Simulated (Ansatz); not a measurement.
The inner images of a band of CH₃FSSi (7 atoms, charge 0, multiplicity 1) are given out of order.

Method: Ansatz 0.2.0, RKS PBE/STO-3G.

Initial state:

```xyz
7
Properties=species:S:1:pos:R:3
F 0.590 -2.057 1.127
C 0.048 -1.105 0.293
Si 0.545 0.590 0.268
S -0.745 1.917 -0.783
H -0.378 -1.579 -0.630
H 0.798 1.139 1.597
H -0.857 1.094 -1.872
```

Final state:

```xyz
7
Properties=species:S:1:pos:R:3
F 0.827 -1.672 1.214
C 0.180 -0.652 0.471
Si 1.399 0.657 -0.378
S -0.145 1.797 -1.277
H -0.470 -1.125 -0.321
H -0.539 -0.101 1.146
H -1.252 1.096 -0.855
```

Put them in order from the first end to the last, with their energies above the first end.
A.
```xyz
7
Properties=species:S:1:pos:R:3
F 0.637 -1.978 0.988
C 0.160 -0.963 0.202
Si 0.768 0.706 0.288
S -0.503 1.890 -0.974
H -0.473 -1.357 -0.635
H 0.451 0.927 1.696
H -1.041 0.775 -1.566
```
B.
```xyz
7
Properties=species:S:1:pos:R:3
F 0.833 -1.855 0.933
C 0.253 -0.711 0.376
Si 1.108 0.983 0.183
S -0.424 1.853 -1.037
H -0.618 -1.050 -0.278
H -0.112 0.069 1.310
H -1.041 0.709 -1.488
```
C.
```xyz
7
Properties=species:S:1:pos:R:3
F 0.539 -2.045 1.060
C 0.082 -1.039 0.241
Si 0.632 0.636 0.299
S -0.589 1.913 -0.896
H -0.361 -1.453 -0.702
H 0.700 1.125 1.672
H -1.002 0.863 -1.675
```
D.
```xyz
7
Properties=species:S:1:pos:R:3
F 0.866 -1.750 1.040
C 0.182 -0.628 0.505
Si 1.355 0.800 -0.206
S -0.167 1.785 -1.304
H -0.560 -0.980 -0.269
H -0.449 -0.160 1.318
H -1.227 0.934 -1.083
```
E.
```xyz
7
Properties=species:S:1:pos:R:3
F 0.737 -1.921 0.938
C 0.247 -0.894 0.185
Si 0.884 0.803 0.301
S -0.472 1.869 -1.001
H -0.555 -1.261 -0.513
H 0.200 0.672 1.609
H -1.041 0.733 -1.519
```
F.
```xyz
7
Properties=species:S:1:pos:R:3
F 0.824 -1.877 0.915
C 0.307 -0.817 0.227
Si 0.962 0.930 0.329
S -0.473 1.853 -1.009
H -0.582 -1.169 -0.389
H -0.014 0.379 1.438
H -1.024 0.701 -1.511
```
G.
```xyz
7
Properties=species:S:1:pos:R:3
F 0.867 -1.813 0.920
C 0.206 -0.641 0.484
Si 1.257 0.942 -0.024
S -0.286 1.836 -1.178
H -0.629 -0.930 -0.221
H -0.297 -0.148 1.375
H -1.119 0.754 -1.356
```

C (+0.04 eV), A (+0.36 eV), E (+0.91 eV), F (+1.30 eV), B (+0.53 eV), G (-0.21 eV), D (-0.32 eV).

Run time: 82 s on 1 CPU thread of a shared host.
